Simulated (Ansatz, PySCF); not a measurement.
Input for PySCF:
```python
from pyscf import gto, scf, dft

mol = gto.Mole()
mol.atom = '''
    Zn   -0.00000000   -0.00000000   -1.67739996
    I     0.00000000    0.00000000    0.94947168
'''
mol.basis = 'def2-tzvp'
mol.ecp = {'I': 'def2-tzvp'}
mol.spin = 1
mol.verbose = 3
mol.build()

mf = dft.UKS(mol)
mf.xc = 'pbe'
mf.grids.atom_grid = (99, 590)
mf.grids.prune = None
mf.kernel()
```

Give the equivalent Ansatz (an electronic-structure program) input.

One answer among several that fit: 
Ansatz 0.2 input:
```yaml
crystal:
  periodic: [false, false, false]
  atoms:
    - {symbol: Zn, position_ang: [-0.00000000, -0.00000000, -1.67739996]}
    - {symbol: I, position_ang: [0.00000000, 0.00000000, 0.94947168]}
basis:
  gaussian:
    orbitals: def2-TZVP
hamiltonian:
  xc: pbe
magnetization: {spin_polarized: true, initial_magnetization: 1}
accuracy: high
```

Both were run: PySCF gave -2076.847583 Eh and Ansatz -2076.847584 Eh, 0.001 mEh apart.
